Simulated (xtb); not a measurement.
CH3Si (SMILES C[Si]), doublet, at a GFN2-xTB geometry. Base run: GFN2-xTB (xtb).

Geometry (Å):
```xyz
5

C     -1.1301     0.0057    -0.0071
Si     0.8126    -0.0041     0.0051
H     -1.5299    -0.6009    -0.8218
H     -1.5261     1.0153    -0.1306
H     -1.5398    -0.3914     0.9234
```
Charge 0, spin multiplicity 2.
All else is at xtb's defaults.
Base energy -5.28112 Eh.

Variants of this job, named by their change:

```
change        ΔE vs base (mEh)  dipole (D)  G_solv (kcal/mol)  SCF cycles
------------  ----------------  ----------  -----------------  ----------
base                     0.000        0.21                  -          10
gbsa = chcl3            -2.591        0.05              -1.85          10
etemp = 3000           -11.953        0.21                  -          11
alpb = ether             0.978        0.05               0.52          11
acc = 0.1                0.000        0.21                  -          14
alpb = cs2               2.108        0.07               1.26          13
```

ALPB and GBSA are two models with their own fitted parameters for each solvent, which aren't always the measured dielectric constant.
